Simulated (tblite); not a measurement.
Computed values, GFN2-xTB/tblite, gas phase, harmonic and unscaled. This tight-binding method is rough: wavenumbers can miss measured ones by several per cent, in bad cases by 10 to 20. Modes of hydrogen on silicon can be 10 to 20 % off. One conformer each. Thermal functions are those of the rigid rotor and harmonic oscillator, without mixing of conformers.

Question: Order these by their ideal-gas entropy at 298.15 K and 1 bar, highest first (J/(mol K)).
A. `C/C=P/c1cccs1`
B. `C[C@H](Cl)C/C=C\F`
C. `CC[C@@H]1C=NN(CC)C1`
D. `C#C/C=[N+](\C)CC=C`
E. `CP(C1CC1)C(F)(F)F`
F. `CO[Si@@H](O)n1ccc(N)c1`
G. `CS[Si](C)(C)SC`

Answer: G (479.1), F (467.4), E (427.2), C (412.3), D (399.3), A (393.0), B (382.0).

| SMILES | atoms | mass (u) | symmetry number | modes under 300 cm⁻¹ | ZPE (kJ/mol) | S translation (J/(mol K)) | S rotation | S vibration | S | Cp |
| --- | --- | --- | --- | --- | --- | --- | --- | --- | --- | --- |
| CS[Si](C)(C)SC | 19 | 152.01 | 2 | 13 | 396.2 | 171.5 | 118.0 | 189.6 | 479.1 | 183.8 |
| CO[Si@@H](O)n1ccc(N)c1 | 20 | 158.05 | 1 | 9 | 395.0 | 172.0 | 126.6 | 168.8 | 467.4 | 190.9 |
| CP(C1CC1)C(F)(F)F | 17 | 156.03 | 1 | 9 | 318.6 | 171.8 | 123.4 | 132.0 | 427.2 | 164.0 |
| CC[C@@H]1C=NN(CC)C1 | 23 | 126.12 | 1 | 8 | 531.6 | 169.2 | 121.9 | 121.3 | 412.3 | 161.7 |
| C#C/C=[N+](\C)CC=C | 18 | 108.08 | 1 | 6 | 387.6 | 167.3 | 120.1 | 111.9 | 399.3 | 150.5 |
| C/C=P/c1cccs1 | 15 | 142.00 | 1 | 6 | 285.8 | 170.7 | 122.5 | 99.9 | 393.0 | 139.2 |
| C[C@H](Cl)C/C=C\F | 15 | 122.03 | 1 | 5 | 309.1 | 168.8 | 119.8 | 93.4 | 382.0 | 127.0 |

Entropies and Cp are for 298.15 K and 1 bar.
